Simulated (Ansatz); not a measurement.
Ansatz (an electronic-structure program) job for VF5, SMILES [F][V]([F])([F])([F])[F], multiplicity 1, PBE0/def2-TZVPD. Geometry optimised at B3LYP-D3(BJ)/def2-SVP. The spin state was assumed, not searched. The isomer is the one that the SMILES or the coordinates give; other isomers of the formula were not compared.

Ansatz 0.2 input:
```yaml
crystal:
  periodic: [false, false, false]
  atoms:
    - {symbol: V, position_ang: [0.00000000, 0.00000000, 0.00000000]}
    - {symbol: F, position_ang: [0.00000000, 0.00000001, 1.73165295]}
    - {symbol: F, position_ang: [0.00000000, -0.00000001, -1.73165295]}
    - {symbol: F, position_ang: [-1.69663847, 0.00000000, 0.00000000]}
    - {symbol: F, position_ang: [0.84831923, 1.46933201, -0.00000001]}
    - {symbol: F, position_ang: [0.84831923, -1.46933201, 0.00000001]}
basis:
  gaussian:
    orbitals: def2-TZVPD
hamiltonian:
  xc: {name: PBE0}
```

Program output:

```
WARN ansatz: RAYON_NUM_THREADS=2 ignored (pool sized by the plan → 2); use --threads N
Functional definition: PBE0
integrals: 0.23 GiB planned
1492 factors; their error is unknown
mean field: 1.84 GiB planned
mean field evaluation 1: about -39250.0487 eV, gradient 9.8e1 eV
mean field evaluation 2: about -38738.4680 eV, gradient 6.3e2 eV
mean field evaluation 4: about -39261.0627 eV, gradient 4.9e1 eV
mean field evaluation 8: about -39264.4631 eV, gradient 1.2e-1 eV
mean field evaluation 16: about -39264.6255 eV, gradient 1.9e-4 eV
mean field -39264.62545512 eV, -1442.9483709565 hartree, gradient 5.6e-5 eV, S^2 0.000000; 0 other end points of the search recorded, 0 dependent functions left out
reference -39264.62550820 eV, -1442.9483729074 hartree; 34, 34 occupied and 214, 214 virtual orbitals, 1492 factors
Total energy: -39264.62550820 eV, -1442.9483729074 hartree
```

The calculation finished and met its thresholds.

Cost: roughly 10 core-seconds.
